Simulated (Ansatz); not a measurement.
Relaxation of Cl₂FHZn (5 atoms, charge 0, multiplicity 1), to a largest force component of 0.03 eV/Å in at most 50 steps.

These are results of RHF/def2-SVP (Ansatz 0.2.0), not measurements.

```xyz
5
Properties=species:S:1:pos:R:3
Zn 0.333 0.000 -0.005
Cl 0.480 0.000 2.205
Cl 0.330 0.000 -2.133
F -2.406 0.000 0.921
H -2.052 0.000 1.760
```

**Question.** Where does it end, and by what steps?

**Answer.** The run converged. After 5 steps the energy has fallen by 0.160 eV; F4 moved furthest, 0.32 Å.

```json
{"step": "0", "energy less start (eV)": "0.0000", "largest force component (eV/Å)": "0.809", "accepted": "yes"}
{"step": "1", "energy less start (eV)": "-0.0698", "largest force component (eV/Å)": "1.095", "accepted": "yes"}
{"step": "2", "energy less start (eV)": "-0.1336", "largest force component (eV/Å)": "1.037", "accepted": "yes"}
{"step": "3", "energy less start (eV)": "-0.1565", "largest force component (eV/Å)": "0.302", "accepted": "yes"}
{"step": "4", "energy less start (eV)": "-0.1602", "largest force component (eV/Å)": "0.070", "accepted": "yes"}
{"step": "5", "energy less start (eV)": "-0.1604", "largest force component (eV/Å)": "0.025", "accepted": "yes"}
```

```xyz
5
Properties=species:S:1:pos:R:3
Zn 0.043 0.000 0.099
Cl 0.502 0.000 2.230
Cl 0.254 0.000 -2.031
F -2.121 0.000 0.773
H -1.992 0.000 1.678
```

Time of the run: 12 s on 1 thread of Intel(R) Xeon(R) Platinum 8488C (Sapphire Rapids), with other jobs on the host, peak memory 0.19 GiB.
